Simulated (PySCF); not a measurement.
A structure optimised at PBE-D3(BJ)/def2-SVP, used in a PySCF frequency run:

```xyz
10

C      0.0000     0.0000     2.0404
C      0.0000     0.0000     0.6834
N      0.0000    -1.1850    -0.0911
C      0.0000    -0.7393    -1.3207
C      0.0000     0.7393    -1.3207
N      0.0000     1.1850    -0.0911
H      0.0000     0.9535     2.5865
H      0.0000    -0.9535     2.5865
H      0.0000    -1.4087    -2.1962
H      0.0000     1.4087    -2.1962
```

Question: Write its SMILES, formula and point group.

Answer: C=C1N=CC=N1, C4H4N2, C2v

Question: What are its rotational constants (standard atomic weights)?

Answer: 8.6682, 4.1785, 2.8194 GHz
